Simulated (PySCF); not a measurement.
C₆H₉FO (SMILES C=C1C[C@H](O)C[C@@H]1F), singlet, at a GFN2-xTB geometry; CCSD(T)/STO-3G in PySCF.

PySCF was given this input:
```python
from pyscf import gto, scf, cc

mol = gto.M(
    atom='''
C     2.22663661    0.91063264    0.51830703
C     1.08461958    0.30470280    0.25007391
C     0.79674948   -0.59982499   -0.91320456
C    -0.59496256   -1.18400321   -0.64104338
O    -1.23634382   -1.46283348   -1.86007536
C    -1.28965435   -0.09554853    0.19261701
C    -0.17294078    0.44718065    1.07875122
F    -0.40478526    1.75706800    1.44502880
H     3.09152855    0.78877916   -0.11035641
H     2.32874289    1.56336931    1.36785303
H     0.74483065   -0.02437496   -1.84026090
H     1.55471049   -1.37088405   -1.04043781
H    -0.50635019   -2.10395283   -0.03990647
H    -2.12610296   -1.78653614   -1.68489290
H    -2.14139008   -0.46693361    0.76143298
H    -1.62584332    0.70217280   -0.47284114
H    -0.08899624   -0.11141997    2.02174611
''',
    basis='sto-3g',
    verbose=4,
)

mf = scf.RHF(mol)
mf.kernel()

mycc = cc.CCSD(mf)
mycc.kernel()
et = mycc.ccsd_t()
print('E(CCSD(T)) = %.10f' % (mycc.e_tot + et))
```

The log (banner, timings and long lists left out):

```
PySCF version 2.14.0

[INPUT] verbose = 4
[INPUT] num. atoms = 17
[INPUT] num. electrons = 62
[INPUT] charge = 0
[INPUT] spin (= nelec alpha-beta = 2S) = 0
[INPUT] symmetry False subgroup None
[INPUT] Mole.unit = angstrom
[INPUT] Symbol           X                Y                Z      unit          X                Y                Z       unit  Magmom
[...]
nuclear repulsion = 387.80152224976
number of shells = 33
number of NR pGTOs = 147
number of NR cGTOs = 49
basis = sto-3g
ecp = {}

******** <class 'pyscf.scf.hf.RHF'> ********
method = RHF
initial guess = minao
damping factor = 0
level_shift factor = 0
DIIS = <class 'pyscf.scf.diis.CDIIS'>
diis_start_cycle = 1
diis_space = 8
diis_damp = 0
SCF conv_tol = 1e-09
SCF conv_tol_grad = None
SCF max_cycles = 50
direct_scf = True
direct_scf_tol = 1e-13
Set gradient conv threshold to 3.16228e-05
Initial guess from minao.
init E= -403.411657872413
[...]
cycle= 1 E= -401.376120977115  delta_E= 2.04  |g|= 0.619  |ddm|= 5.17
[...]
cycle= 2 E= -401.519149047817  delta_E= -0.143  |g|= 0.183  |ddm|= 1.06
[...]
cycle= 3 E= -401.529649334062  delta_E= -0.0105  |g|= 0.049  |ddm|= 0.274
[...]
cycle= 4 E= -401.530624618044  delta_E= -0.000975  |g|= 0.016  |ddm|= 0.0942
[...]
cycle= 5 E= -401.530715109121  delta_E= -9.05e-05  |g|= 0.00255  |ddm|= 0.0247
[...]
cycle= 6 E= -401.530718383893  delta_E= -3.27e-06  |g|= 0.000492  |ddm|= 0.00518
[...]
cycle= 7 E= -401.530718537752  delta_E= -1.54e-07  |g|= 9.87e-05  |ddm|= 0.00121
[...]
cycle= 8 E= -401.53071854332  delta_E= -5.57e-09  |g|= 3.39e-05  |ddm|= 0.000205
[...]
cycle= 9 E= -401.530718544053  delta_E= -7.33e-10  |g|= 8.48e-06  |ddm|= 8.42e-05
[...]
Extra cycle  E= -401.530718544087  delta_E= -3.39e-11  |g|= 3.24e-06  |ddm|= 1.45e-05
converged SCF energy = -401.530718544087

******** <class 'pyscf.cc.ccsd.CCSD'> ********
CC2 = 0
CCSD nocc = 31, nmo = 49
max_cycle = 50
direct = 0
conv_tol = 1e-07
conv_tol_normt = 1e-05
diis_space = 6
diis_start_cycle = 0
diis_start_energy_diff = 1e+09
Init t2, MP2 energy = -401.896403101093  E_corr(MP2) -0.365684557006525
Init E_corr(CCSD) = -0.365684557012575
cycle = 1  E_corr(CCSD) = -0.432520307862288  dE = -0.0668357508  norm(t1,t2) = 0.0761612
cycle = 2  E_corr(CCSD) = -0.454211037776695  dE = -0.0216907299  norm(t1,t2) = 0.0303677
cycle = 3  E_corr(CCSD) = -0.468019322882663  dE = -0.0138082851  norm(t1,t2) = 0.014608
cycle = 4  E_corr(CCSD) = -0.468618310090485  dE = -0.000598987208  norm(t1,t2) = 0.00315871
cycle = 5  E_corr(CCSD) = -0.468354590652295  dE = 0.000263719438  norm(t1,t2) = 0.00128235
cycle = 6  E_corr(CCSD) = -0.468326457820313  dE = 2.8132832e-05  norm(t1,t2) = 0.000275551
cycle = 7  E_corr(CCSD) = -0.468316168219856  dE = 1.02896005e-05  norm(t1,t2) = 0.000108747
cycle = 8  E_corr(CCSD) = -0.468314040638005  dE = 2.12758185e-06  norm(t1,t2) = 3.29863e-05
cycle = 9  E_corr(CCSD) = -0.468312291303847  dE = 1.74933416e-06  norm(t1,t2) = 1.22579e-05
cycle = 10  E_corr(CCSD) = -0.468312902529061  dE = -6.11225214e-07  norm(t1,t2) = 5.24869e-06
cycle = 11  E_corr(CCSD) = -0.46831321912026  dE = -3.16591198e-07  norm(t1,t2) = 2.03739e-06
cycle = 12  E_corr(CCSD) = -0.468313402623235  dE = -1.83502975e-07  norm(t1,t2) = 8.59954e-07
cycle = 13  E_corr(CCSD) = -0.46831344051414  dE = -3.78909054e-08  norm(t1,t2) = 3.51562e-07
CCSD converged
E(CCSD) = -401.9990319846007  E_corr = -0.46831344051414
CCSD(T) correction = -0.00510608355711833
E(CCSD(T)) = -402.0041380682
```
